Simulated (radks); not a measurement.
The nuclear charge of neutral lutetium is varied continuously with 71 electrons held in [Xe] 4f14 5d1 6s2. Method: scalar-relativistic Kohn-Sham, PBEsol, spin-polarised, spherical densities, finite nucleus; open shells are filled with parallel spins first (spin-orbit coupling, left out, can overturn this in heavy ions); Fermi nuclear charge, rms radius 5.37 fm; computed with a radial shooting solver on a logarithmic mesh with Libxc functionals. By the Hellmann-Feynman theorem dE/dZ = E(electron-nucleus)/Z, the electronic potential at the nucleus (averaged over a nucleus of fixed radius). The scalar-relativistic energy here is not variational (the density holds large components alone), so the two differ by a part that grows with Z.

Z      E (hartree)  E(electron-nucleus)/Z (hartree)  HOMO  e(HOMO) (eV)  <r> HOMO (bohr)
70.75  -14430.1507                         -502.544    5d        -0.355            3.354
71     -14557.0163                         -505.254    5d        -1.978            2.866
71.25  -14684.5704                         -507.959    5d        -3.919            2.595
71.5   -14812.8124                         -510.661    5d        -6.098            2.408
71.75  -14941.7419                         -513.363    5d        -8.479            2.268
72     -15071.3592                         -516.066    5d       -11.036            2.156

The central difference of E at Z = 71 is -508.839 hartree, to compare with the third column; the second derivative is -11 hartree.
